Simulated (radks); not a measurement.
Neutral ytterbium, configuration [Xe] 4f14 6s2.

Calculated with a radial shooting solver on a logarithmic mesh with Libxc functionals: scalar-relativistic Kohn-Sham, r2SCAN, spin-polarised, spherical densities, finite nucleus; meta-GGA in the generalised Kohn-Sham scheme; Fermi nuclear charge, rms radius 5.3108 fm; hard spherical wall at 2.5 bohr.

Energy parts (Ry):
| part | energy |
|---|---|
| total | -28105.8764 |
| kinetic | 30686.7558 |
| electron-nucleus | -69409.2200 |
| Hartree | 11206.8202 |
| exchange-correlation | -590.2324 |

Orbitals (lengths in bohr, moments of r in powers of bohr; r(max) is where P^2 peaks):
orbital  occ.  eigenvalue (Ry)   <1/r>   r(max)
1s          2        -4503.724   80.62  0.01237
2s          2        -762.7005   18.81  0.07055
2p          6        -671.6797   17.26  0.05756
3s          2        -170.6750   6.961   0.1992
3p          6        -143.1023   6.473   0.1964
3d         10        -109.4877   6.121   0.1605
4s          2        -32.01677   2.927   0.4554
4p          6        -22.93583   2.671   0.4765
4d         10        -10.93540   2.355   0.4917
5s          2         -2.16784   1.091    1.088
5p          6         -0.03943  0.9599    1.242
4f         14          2.07082   1.727   0.4878
5d          0          2.87394  0.8387    1.504
6s          2          5.48971  0.9337    1.877
6p          0          7.43972  0.9687    1.933
7s          0         17.44865   1.080    2.121

The highest occupied level is 6s at 74.691 eV. The configuration is held as typed, so some empty levels lie below it. Summed over all electrons, <r^2> = 37.30 bohr^2, which gives a Langevin (diamagnetic) susceptibility term of -29.5 x 10^-6 cm^3/mol. The density falls to 0.001 e/bohr^3 at r = 2.44 bohr.
